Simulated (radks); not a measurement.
Values are calculated unless marked as measured or tabulated.
Ionisation of Eu+, [Xe] 4f7 6s1, to Eu2+, [Xe] 4f7, under several functionals. Dirac Kohn-Sham, spin-unpolarised, spherical densities, point nucleus; open shells are shared between the two j in proportion to 2j + 1; a radial shooting solver on a logarithmic mesh with Libxc functionals.

exchange-only PBE: E(Eu+) (hartree) -10848.4260; Exc (hartree) -239.4902; IE (eV) 10.894; -e(HOMO) (eV) 7.498; <r> HOMO (bohr) 0.9847; IE error (eV) -0.346
LDA (Slater exchange, Perdew-Zunger correlation): E(Eu+) (hartree) -10844.5372; Exc (hartree) -235.5832; IE (eV) 11.442; -e(HOMO) (eV) 8.790; <r> HOMO (bohr) 3.810; IE error (eV) +0.202
PBE: E(Eu+) (hartree) -10851.9377; Exc (hartree) -243.0571; IE (eV) 11.235; -e(HOMO) (eV) 8.525; <r> HOMO (bohr) 3.861; IE error (eV) -0.005

NIST Atomic Spectra Database: 11.24 eV (semi-empirical). Closest: PBE. The Delta-SCF values span 0.55 eV, the total energies 7.40 hartree. The highest occupied level is 4f7/2. Spin polarisation and multiplet splitting are left out, so open shells lie too high by an amount that depends on their filling. Sharing an open shell by 2j + 1 raises it above the true ground level by a part of the spin-orbit splitting, which enters the differences from NIST.

Beside tabulated values, note that spin-unpolarised runs miss the spin-polarisation part of the exchange energy of open shells.
